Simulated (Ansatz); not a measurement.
Reaction (formal hydrolysis of the Si–Si bond): `CO[Si](N)(O)[SiH3]` + H₂O → `CO[Si](N)(O)O` + SiH₄

Isolated molecules relaxed with PBE0-D4/def2-TZVP in Ansatz; ΔE leaves out vibrations. CCSD(T)/CBS adds triple-zeta CCSD(T) − MP2 to the extrapolated MP2 energy (def2 sets, frozen cores). This one scheme is used for every species. DFT in def2-TZVPP. One conformer a species, not always the lowest.

Task: Is it downhill or uphill in electronic energy at CCSD(T)/CBS, and by how much? (An estimate is asked.)

Result: Computed: Downhill: ΔE = -30.4 kcal/mol.

Task: What do these levels give: PBE-D4, PBE0-D4, ωB97X-V, ωB97M-V, HF/def2-QZVPP, SCS-MP2/def2-QZVPP? (Estimate.)

Result: Ansatz gave: PBE-D4 -24.9, PBE0-D4 -27.3, ωB97X-V -30.8, ωB97M-V -32.2, HF/def2-QZVPP -38.7, SCS-MP2/def2-QZVPP -32.9 kcal/mol.

Largest T1 diagnostic among the species: 0.012.

From PBE to PBE0 (25 % exact exchange), in def2-TZVPP and without D4, ΔE moves by −2.4 kcal/mol. The D4 term adds +1.6 kcal/mol with B3LYP and +1.0 kcal/mol with PBE0; it sums over pairs of atoms, weighted by their polarisabilities, and B3LYP, whose exchange is more repulsive, gets the larger term. In def2-TZVPP, CCSD(T) changes the Hartree–Fock value by +7.0 kcal/mol (the triples alone add +1.1 kcal/mol) and MP2 by +6.1 kcal/mol.

B3LYP here is the variant with VWN-RPA as its local correlation; programs differ in this.
